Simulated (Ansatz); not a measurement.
Consider the formal hydrolysis of the Si–Cl bond: `N[SiH](Cl)BO` + H₂O → `N[SiH](O)BO` + HCl.

Isolated molecules relaxed with PBE0-D4/def2-TZVP in Ansatz; ΔE leaves out vibrations. CBS: MP2 limit from def2 TZ/QZ plus the TZ coupled-cluster correction, frozen cores. This one scheme is used for every species. DFT in def2-TZVPP. B3LYP here is the variant with VWN-RPA as its local correlation; programs differ in this. One conformer a species, not always the lowest.

Question: Is it downhill or uphill in electronic energy at CCSD(T)/CBS, and by how much? (Estimate.)

Answer: Ansatz gave: Uphill: ΔE = +0.17 eV.

Question: What do these levels give: PBE0, B3LYP, HF/def2-TZVPP, MP2/def2-TZVPP, CCSD/def2-TZVPP, CCSD/CBS(def2)? (Estimate.)

Answer: The calculation gave: PBE0 0.20, B3LYP 0.12, HF/def2-TZVPP 0.10, MP2/def2-TZVPP 0.15, CCSD/def2-TZVPP 0.09, CCSD/CBS(def2) 0.16 eV.

Largest T1 diagnostic among the species: 0.013.

The D4 term adds +0.03 eV with B3LYP and +0.02 eV with PBE0; it sums over pairs of atoms, weighted by their polarisabilities, and B3LYP, whose exchange is more repulsive, gets the larger term.
